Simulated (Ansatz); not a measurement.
A short molecular-dynamics run on CH3BF2Si (`F[Si]1(F)BC1`).

```yaml
crystal:
  periodic: [false, false, false]
  atoms:
    - {symbol: F, position_ang: [2.092051, 0.667824, -0.426361]}
    - {symbol: Si, position_ang: [0.881256, 0.272922, 0.519489]}
    - {symbol: F, position_ang: [1.556707, -0.602529, 1.652954]}
    - {symbol: B, position_ang: [-0.937779, 0.647660, 0.332882]}
    - {symbol: C, position_ang: [-0.581219, -0.364915, -0.699358]}
    - {symbol: H, position_ang: [-1.905962, 0.740710, 1.009888]}
    - {symbol: H, position_ang: [-1.246724, -1.166268, -1.016400]}
    - {symbol: H, position_ang: [0.233868, -0.252404, -1.428893]}
basis:
  gaussian: {orbitals: "6-31G*"}
hamiltonian: {xc: {name: revPBE}}
md: {timestep: 1 fs, n_steps: 20, ensemble: nvt_langevin, temperature: 1000, initial_velocities: maxwell_boltzmann, friction: 0.01, seed: 437}
```

```sh
$ ansatz run in.yaml --threads 2 --pin off --events-out ev --progress --plain --max-ram 4352MiB
```

```json
{"step": "0", "time (fs)": "0.0", "potential energy (eV)": "-15069.9859", "kinetic (eV)": "0.9048", "T (K)": "875", "conserved (eV)": "–"}
{"step": "1", "time (fs)": "1.0", "potential energy (eV)": "-15069.9434", "kinetic (eV)": "0.8994", "T (K)": "870", "conserved (eV)": "–"}
{"step": "2", "time (fs)": "2.0", "potential energy (eV)": "-15069.8253", "kinetic (eV)": "0.6660", "T (K)": "644", "conserved (eV)": "–"}
{"step": "3", "time (fs)": "3.0", "potential energy (eV)": "-15069.7308", "kinetic (eV)": "0.5381", "T (K)": "520", "conserved (eV)": "–"}
{"step": "4", "time (fs)": "4.0", "potential energy (eV)": "-15069.6974", "kinetic (eV)": "0.5718", "T (K)": "553", "conserved (eV)": "–"}
{"step": "5", "time (fs)": "5.0", "potential energy (eV)": "-15069.7035", "kinetic (eV)": "0.5406", "T (K)": "523", "conserved (eV)": "–"}
{"step": "6", "time (fs)": "6.0", "potential energy (eV)": "-15069.6965", "kinetic (eV)": "0.5363", "T (K)": "519", "conserved (eV)": "–"}
{"step": "7", "time (fs)": "7.0", "potential energy (eV)": "-15069.6275", "kinetic (eV)": "0.4356", "T (K)": "421", "conserved (eV)": "–"}
{"step": "8", "time (fs)": "8.0", "potential energy (eV)": "-15069.5339", "kinetic (eV)": "0.3523", "T (K)": "341", "conserved (eV)": "–"}
{"step": "9", "time (fs)": "9.0", "potential energy (eV)": "-15069.5043", "kinetic (eV)": "0.3077", "T (K)": "298", "conserved (eV)": "–"}
{"step": "10", "time (fs)": "10.0", "potential energy (eV)": "-15069.5711", "kinetic (eV)": "0.4333", "T (K)": "419", "conserved (eV)": "–"}
{"step": "11", "time (fs)": "11.0", "potential energy (eV)": "-15069.6757", "kinetic (eV)": "0.5929", "T (K)": "573", "conserved (eV)": "–"}
{"step": "12", "time (fs)": "12.0", "potential energy (eV)": "-15069.7401", "kinetic (eV)": "0.5992", "T (K)": "579", "conserved (eV)": "–"}
{"step": "13", "time (fs)": "13.0", "potential energy (eV)": "-15069.7488", "kinetic (eV)": "0.7010", "T (K)": "678", "conserved (eV)": "–"}
{"step": "14", "time (fs)": "14.0", "potential energy (eV)": "-15069.7184", "kinetic (eV)": "0.6887", "T (K)": "666", "conserved (eV)": "–"}
{"step": "15", "time (fs)": "15.0", "potential energy (eV)": "-15069.7196", "kinetic (eV)": "0.7046", "T (K)": "681", "conserved (eV)": "–"}
{"step": "16", "time (fs)": "16.0", "potential energy (eV)": "-15069.7781", "kinetic (eV)": "0.7416", "T (K)": "717", "conserved (eV)": "–"}
{"step": "17", "time (fs)": "17.0", "potential energy (eV)": "-15069.8470", "kinetic (eV)": "0.7640", "T (K)": "739", "conserved (eV)": "–"}
{"step": "18", "time (fs)": "18.0", "potential energy (eV)": "-15069.8639", "kinetic (eV)": "0.7033", "T (K)": "680", "conserved (eV)": "–"}
{"step": "19", "time (fs)": "19.0", "potential energy (eV)": "-15069.8074", "kinetic (eV)": "0.6171", "T (K)": "597", "conserved (eV)": "–"}
{"step": "20", "time (fs)": "20.0", "potential energy (eV)": "-15069.7177", "kinetic (eV)": "0.5346", "T (K)": "517", "conserved (eV)": "–"}
```

Velocities are drawn at the set temperature; a run this short doesn't reach equilibrium.

Frames (Å, forces in eV/Å):

```xyz
8
time=0.0 fs
F     2.092    0.668   -0.426    1.070    0.394   -0.945
Si    0.881    0.273    0.519   -1.018    0.607    0.208
F     1.557   -0.603    1.653    0.599   -0.907    1.117
B    -0.938    0.648    0.333   -0.261    0.475    0.129
C    -0.581   -0.365   -0.699   -0.060   -0.219   -0.315
H    -1.906    0.741    1.010   -0.238    0.004    0.202
H    -1.247   -1.166   -1.016   -0.268   -0.327   -0.144
H     0.234   -0.252   -1.429    0.175   -0.026   -0.252
8
time=1.0 fs
F     2.094    0.663   -0.433    0.692    0.313   -0.632
Si    0.872    0.273    0.524   -0.054    0.509   -0.125
F     1.564   -0.592    1.656    0.556   -0.868    1.116
B    -0.924    0.639    0.332   -0.595    0.722    0.025
C    -0.584   -0.368   -0.697   -0.142   -1.028   -1.424
H    -1.888    0.763    0.980   -0.582    0.027    0.490
H    -1.287   -1.186   -1.047    0.634    0.655    0.220
H     0.251   -0.211   -1.444   -0.510   -0.330    0.330
8
time=2.0 fs
F     2.096    0.659   -0.440    0.343    0.247   -0.343
Si    0.863    0.275    0.528    0.910    0.327   -0.357
F     1.573   -0.583    1.660    0.471   -0.768    1.039
B    -0.911    0.631    0.332   -1.036    0.895   -0.064
C    -0.587   -0.374   -0.696   -0.105   -1.387   -2.194
H    -1.879    0.777    0.952   -0.804    0.059    0.686
H    -1.317   -1.198   -1.080    1.186    1.222    0.499
H     0.264   -0.177   -1.456   -0.965   -0.594    0.732
8
time=3.0 fs
F     2.098    0.655   -0.448    0.023    0.190   -0.085
Si    0.855    0.278    0.532    1.831    0.107   -0.507
F     1.581   -0.574    1.664    0.367   -0.640    0.922
B    -0.900    0.624    0.332   -1.677    1.007   -0.079
C    -0.588   -0.380   -0.698   -0.012   -1.369   -2.542
H    -1.879    0.787    0.931   -0.773    0.061    0.708
H    -1.331   -1.199   -1.111    1.379    1.406    0.670
H     0.269   -0.155   -1.463   -1.137   -0.761    0.913
8
time=4.0 fs
F     2.101    0.652   -0.457   -0.310    0.127    0.166
Si    0.847    0.281    0.535    2.709   -0.093   -0.642
F     1.588   -0.565    1.668    0.267   -0.522    0.810
B    -0.890    0.619    0.331   -2.395    1.068   -0.085
C    -0.590   -0.388   -0.700    0.097   -1.071   -2.470
H    -1.886    0.797    0.911   -0.607    0.039    0.646
H    -1.329   -1.187   -1.135    1.267    1.277    0.715
H     0.263   -0.145   -1.460   -1.027   -0.826    0.860
8
time=5.0 fs
F     2.105    0.650   -0.465   -0.655    0.056    0.409
Si    0.839    0.284    0.538    3.494   -0.262   -0.773
F     1.596   -0.556    1.672    0.173   -0.417    0.707
B    -0.884    0.617    0.330   -3.080    1.046   -0.130
C    -0.591   -0.397   -0.705    0.231   -0.492   -1.951
H    -1.899    0.806    0.893   -0.372    0.008    0.547
H    -1.318   -1.163   -1.154    0.888    0.865    0.606
H     0.249   -0.141   -1.448   -0.678   -0.804    0.583
8
time=6.0 fs
F     2.110    0.651   -0.474   -0.967   -0.016    0.625
Si    0.833    0.287    0.540    4.140   -0.416   -0.877
F     1.603   -0.548    1.676    0.081   -0.315    0.599
B    -0.880    0.617    0.329   -3.796    0.964   -0.149
C    -0.594   -0.407   -0.711    0.547    0.411   -1.032
H    -1.916    0.817    0.883    0.006   -0.050    0.364
H    -1.296   -1.132   -1.170    0.172    0.130    0.293
H     0.232   -0.142   -1.430   -0.182   -0.708    0.178
8
time=7.0 fs
F     2.114    0.652   -0.482   -1.226   -0.085    0.803
Si    0.828    0.289    0.542    4.600   -0.533   -0.937
F     1.610   -0.540    1.680   -0.006   -0.220    0.486
B    -0.879    0.620    0.327   -4.418    0.848   -0.141
C    -0.598   -0.417   -0.717    0.956    1.484    0.239
H    -1.937    0.829    0.883    0.445   -0.122    0.135
H    -1.271   -1.102   -1.180   -0.791   -0.832   -0.237
H     0.217   -0.150   -1.407    0.441   -0.540   -0.348
8
time=8.0 fs
F     2.117    0.652   -0.489   -1.424   -0.142    0.938
Si    0.825    0.291    0.544    4.793   -0.585   -0.967
F     1.617   -0.533    1.684   -0.081   -0.143    0.387
B    -0.882    0.623    0.325   -4.680    0.686   -0.160
C    -0.601   -0.425   -0.721    0.955    2.167    1.417
H    -1.955    0.839    0.886    0.752   -0.171   -0.036
H    -1.257   -1.085   -1.192   -1.462   -1.485   -0.639
H     0.207   -0.166   -1.381    1.147   -0.327   -0.940
8
time=9.0 fs
F     2.119    0.651   -0.496   -1.558   -0.178    1.029
Si    0.822    0.292    0.546    4.781   -0.579   -0.991
F     1.625   -0.527    1.687   -0.140   -0.091    0.318
B    -0.890    0.625    0.322   -4.591    0.509   -0.198
C    -0.603   -0.432   -0.724    0.341    2.122    1.941
H    -1.966    0.848    0.891    0.887   -0.196   -0.141
H    -1.258   -1.084   -1.212   -1.421   -1.428   -0.583
H     0.203   -0.186   -1.360    1.702   -0.158   -1.375
8
time=10.0 fs
F     2.120    0.649   -0.502   -1.639   -0.200    1.094
Si    0.821    0.293    0.547    4.616   -0.526   -1.021
F     1.633   -0.521    1.689   -0.186   -0.059    0.264
B    -0.901    0.626    0.320   -4.177    0.325   -0.277
C    -0.605   -0.438   -0.725   -0.299    1.663    1.580
H    -1.969    0.859    0.899    0.856   -0.207   -0.186
H    -1.274   -1.095   -1.238   -0.806   -0.831   -0.142
H     0.215   -0.207   -1.352    1.636   -0.165   -1.312
8
time=11.0 fs
F     2.120    0.646   -0.508   -1.677   -0.214    1.142
Si    0.820    0.293    0.548    4.250   -0.423   -1.085
F     1.641   -0.513    1.692   -0.211   -0.049    0.229
B    -0.917    0.627    0.318   -3.377    0.063   -0.472
C    -0.608   -0.444   -0.726   -0.532    1.200    0.673
H    -1.965    0.867    0.904    0.627   -0.175   -0.127
H    -1.300   -1.113   -1.265   -0.026   -0.103    0.415
H     0.242   -0.235   -1.358    0.945   -0.297   -0.774
8
time=12.0 fs
F     2.119    0.642   -0.512   -1.661   -0.215    1.153
Si    0.822    0.292    0.549    3.733   -0.291   -1.162
F     1.648   -0.505    1.696   -0.218   -0.060    0.217
B    -0.935    0.628    0.316   -2.212   -0.277   -0.809
C    -0.612   -0.450   -0.726   -0.455    0.885   -0.188
H    -1.952    0.872    0.905    0.146   -0.082    0.078
H    -1.324   -1.132   -1.287    0.539    0.416    0.836
H     0.272   -0.271   -1.373    0.128   -0.376   -0.125
8
time=13.0 fs
F     2.117    0.636   -0.514   -1.582   -0.194    1.115
Si    0.825    0.290    0.550    3.129   -0.158   -1.227
F     1.656   -0.497    1.699   -0.217   -0.086    0.227
B    -0.955    0.630    0.312   -0.818   -0.662   -1.252
C    -0.616   -0.458   -0.725   -0.132    0.749   -0.837
H    -1.935    0.873    0.903   -0.532    0.066    0.416
H    -1.338   -1.147   -1.297    0.802    0.654    1.041
H     0.301   -0.309   -1.394   -0.651   -0.369    0.516
8
time=14.0 fs
F     2.112    0.628   -0.514   -1.449   -0.156    1.033
Si    0.829    0.289    0.551    2.464   -0.034   -1.260
F     1.665   -0.489    1.702   -0.204   -0.122    0.258
B    -0.975    0.631    0.308    0.496   -1.055   -1.682
C    -0.619   -0.468   -0.724    0.254    0.796   -1.140
H    -1.925    0.871    0.903   -1.141    0.211    0.747
H    -1.341   -1.160   -1.297    0.830    0.668    1.057
H     0.329   -0.346   -1.410   -1.251   -0.308    0.987
8
time=15.0 fs
F     2.106    0.620   -0.515   -1.268   -0.115    0.899
Si    0.834    0.288    0.551    1.784    0.084   -1.208
F     1.673   -0.482    1.705   -0.187   -0.160    0.287
B    -0.996    0.631    0.302    1.380   -1.325   -1.868
C    -0.621   -0.479   -0.723    0.521    1.006   -1.024
H    -1.927    0.875    0.909   -1.367    0.261    0.858
H    -1.337   -1.165   -1.285    0.659    0.468    0.891
H     0.345   -0.378   -1.414   -1.523   -0.220    1.166
8
time=16.0 fs
F     2.097    0.614   -0.513   -1.043   -0.079    0.710
Si    0.840    0.286    0.550    1.122    0.202   -1.047
F     1.681   -0.474    1.709   -0.177   -0.192    0.297
B    -1.015    0.630    0.292    1.667   -1.369   -1.650
C    -0.621   -0.488   -0.723    0.600    1.215   -0.694
H    -1.943    0.888    0.920   -1.067    0.169    0.628
H    -1.332   -1.167   -1.266    0.379    0.160    0.641
H     0.344   -0.411   -1.407   -1.480   -0.105    1.115
8
time=17.0 fs
F     2.089    0.608   -0.511   -0.792   -0.044    0.480
Si    0.846    0.285    0.549    0.522    0.295   -0.795
F     1.688   -0.467    1.712   -0.185   -0.209    0.284
B    -1.033    0.627    0.281    1.500   -1.251   -1.154
C    -0.621   -0.496   -0.723    0.470    1.417   -0.183
H    -1.972    0.912    0.934   -0.412   -0.041    0.146
H    -1.323   -1.168   -1.248    0.031   -0.188    0.377
H     0.332   -0.443   -1.389   -1.134    0.021    0.845
8
time=18.0 fs
F     2.081    0.602   -0.509   -0.543   -0.013    0.233
Si    0.851    0.283    0.547   -0.027    0.389   -0.528
F     1.695   -0.462    1.714   -0.182   -0.237    0.289
B    -1.049    0.624    0.269    1.186   -1.059   -0.579
C    -0.621   -0.504   -0.723    0.077    1.650    0.523
H    -2.006    0.940    0.951    0.302   -0.298   -0.395
H    -1.316   -1.170   -1.231   -0.333   -0.553    0.110
H     0.310   -0.471   -1.362   -0.481    0.121    0.346
8
time=19.0 fs
F     2.073    0.597   -0.506   -0.282    0.022   -0.034
Si    0.857    0.282    0.545   -0.549    0.494   -0.269
F     1.701   -0.457    1.714   -0.158   -0.286    0.336
B    -1.063    0.622    0.255    0.894   -0.843   -0.021
C    -0.621   -0.512   -0.722   -0.695    1.712    1.182
H    -2.039    0.965    0.969    0.908   -0.538   -0.875
H    -1.320   -1.175   -1.214   -0.447   -0.715   -0.021
H     0.289   -0.489   -1.330    0.330    0.154   -0.297
8
time=20.0 fs
F     2.065    0.592   -0.501    0.039    0.071   -0.346
Si    0.862    0.280    0.543   -1.074    0.583    0.040
F     1.706   -0.453    1.714   -0.136   -0.334    0.379
B    -1.075    0.618    0.241    0.779   -0.641    0.405
C    -0.622   -0.518   -0.721   -1.534    1.580    1.600
H    -2.062    0.988    0.982    1.266   -0.715   -1.192
H    -1.333   -1.187   -1.194   -0.315   -0.673   -0.039
H     0.277   -0.503   -1.301    0.975    0.130   -0.847
```

Hardware: 2 threads of an Intel Xeon 6975P-C on a shared host. Wall time 14 s, peak host memory 0.17 GiB.
